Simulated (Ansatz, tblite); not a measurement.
Removing and adding an electron: `Sc1sc(-c2sc(-c3sc(-c4sc(S)c5c4OCCO5)c4c3OCCO4)c3c2OCCO3)c2c1OCCO2`. Total charge 0; singlet. Geometry: PBE-D4/def2-SVP. Ansatz, gas phase; energy differences of separate SCF runs; the oxidised species was run as a doublet alone; the reduced species was run as a doublet alone.

Cartesian coordinates in Å:
```
S -2.527 6.869 4.529
C -2.219 5.919 3.087
S -1.223 4.477 3.116
C -1.381 4.226 1.386
C -0.756 3.106 0.730
S -0.674 1.537 1.520
C 0.157 0.800 0.156
C 0.574 -0.570 0.153
S 1.393 -1.313 -1.215
C 1.547 -2.859 -0.392
C 2.181 -3.978 -1.042
S 3.571 -3.757 -2.091
C 3.694 -5.473 -2.434
S 4.967 -6.128 -3.447
C 2.713 -6.175 -1.741
C 1.850 -5.331 -0.968
O 0.786 -5.822 -0.268
C 0.915 -7.222 -0.024
C 1.290 -7.961 -1.303
O 2.556 -7.525 -1.806
C 0.980 -2.789 0.880
C 0.423 -1.510 1.174
O -0.184 -1.220 2.364
C 0.133 -2.175 3.381
C 0.043 -3.596 2.838
O 0.987 -3.807 1.787
C 0.331 1.748 -0.854
C -0.166 3.045 -0.532
O -0.021 4.110 -1.371
C 0.276 3.704 -2.707
C 1.369 2.642 -2.730
O 0.946 1.462 -2.040
C -2.161 5.239 0.828
C -2.624 6.199 1.786
O -3.407 7.259 1.444
C -3.974 7.129 0.137
C -2.952 6.604 -0.862
O -2.505 5.300 -0.492
H -3.719 6.297 4.892
H 4.264 -6.206 -4.622
H 1.687 -7.401 0.760
H -0.065 -7.572 0.355
H 0.501 -7.796 -2.074
H 1.381 -9.050 -1.118
H -0.594 -2.017 4.201
H 1.159 -1.983 3.770
H -0.989 -3.793 2.465
H 0.280 -4.332 3.631
H -0.645 3.309 -3.197
H 0.605 4.612 -3.249
H 1.603 2.336 -3.768
H 2.295 3.043 -2.257
H -4.330 8.138 -0.153
H -4.850 6.440 0.173
H -3.403 6.512 -1.869
H -2.084 7.300 -0.921
```

The xTB rows come from tblite. Single mean-field runs in def2-SVP are fitted with def2-universal-jkfit.

Q: Estimate orbital energies and vertical ionisation energies and electron affinities at: GFN1-xTB; GFN2-xTB; PBE-D4/def2-SVP; PBE0-D4/def2-SVP.

A: 
```
           level  −HOMO (eV)  vertical IE (eV)  −LUMO (eV)  vertical EA (eV)  HOMO–LUMO gap (eV)  IE − EA (eV)                       remarks
        GFN1-xTB        9.82             11.43        8.01              6.39                1.81          5.04                             –
        GFN2-xTB        9.55             11.09        7.84              6.33                1.71          4.76                             –
 PBE-D4/def2-SVP        4.00              5.57        2.10              0.66                1.90          4.90  HOMO above zero (-1 doublet)
PBE0-D4/def2-SVP        4.90              5.94        1.63              0.66                3.27          5.28  HOMO above zero (-1 doublet)
```

   A HOMO above zero means that the electron is unbound at that level or that self-interaction error raises the level; the energy of removing that electron tells which. Raw xTB energy differences between charge states are shifted by several eV; the methods need an empirical correction for them. Sets without diffuse functions give affinities that are too small.
